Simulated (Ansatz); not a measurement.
Complex (SMILES): C#C (C2H2) with C[SiH3] (CH3-SiH3), atoms 1 to 4 the first; geometry from B3LYP-D3(BJ)/def2-TZVP, monomers rigid:
```xyz
12

C     -0.1165     0.4274    -0.3481
C     -0.5435    -0.4531     0.3410
H     -0.9236    -1.2325     0.9556
H      0.2711     1.2052    -0.9599
C      2.6297    -2.0608    -1.5202
Si     3.4368    -0.4101    -1.1513
H      2.6930    -2.2958    -2.5843
H      3.1200    -2.8641    -0.9671
H      1.5772    -2.0398    -1.2355
H      3.3716    -0.0937     0.2950
H      4.8630    -0.4218    -1.5626
H      2.7610     0.6825    -1.8956
```

Interaction energy at wB97M-V with Ansatz (a quantum-chemistry and plane-wave program), kcal/mol, without and with the counterpoise correction (monomers among the partner's ghost functions). All functions are spherical. The program fits the integrals of some runs and decomposes those of others, by size. The functional holds VV10 correlation; no added dispersion term, no relativity. Reference, counterpoise-corrected: the value in aug-pcseg-3, -1.48.

```tsv
basis	functions	uncorrected	counterpoise	counterpoise correction	mean of both
STO-3G	32	-0.99	-0.48	0.51	-0.74
cc-pV(D+d)Z	105	-1.87	-1.38	0.49	-1.62
6-311++G(2d,2p)	196	-1.55	-1.49	0.05	-1.52
def2-TZVPD	226	-1.53	-1.45	0.08	-1.49
def2-TZVPPD	295	-1.52	-1.44	0.08	-1.48
aug-cc-pV(T+d)Z	377	-1.53	-1.47	0.07	-1.50
pcseg-3	508	-1.47	-1.46	0.01	-1.47
def2-QZVPPD	529	-1.48	-1.47	0.01	-1.47
```

The corrected value lies nearer the reference in 5 of 8 rows.
